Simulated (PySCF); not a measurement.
**Excitation energy of Ti⁺ by level of theory**

Ti⁺ [Ar] 3d2 4s1 (4F) → Ti⁺ [Ar] 3d3 (4F), as a difference of total energies. Calculation: PySCF 2.14, in x2c-TZVPPall with one added diffuse shell each of s, p, d, f type (7s6p5d3f1g, 80 functions); the spin-free X2C one-electron Hamiltonian (Gaussian nucleus). Correlated levels: valence and next inner shell: [Ne] frozen. The calculations carry no spin-orbit coupling.

| method | excitation energy (eV) |
| --- | --- |
| UHF | 0.659 |
| MP2 (valence and next inner shell) | 0.162 |
| SCS-MP2 (valence and next inner shell) | 0.342 |
| CCSD (valence and next inner shell) | 0.298 |
| CCSD(T) (valence and next inner shell) | 0.291 |

Problem. How much does correlation contribute at CCSD(T) (valence and next inner shell)?

Solution. 0.291 − (0.659) = -0.368 eV, measured against UHF.

Errors of the correlated levels include the incompleteness of this basis and the frozen core.

For comparison: 0.107 eV (measured; NIST levels, between the centres of gravity of the two terms).
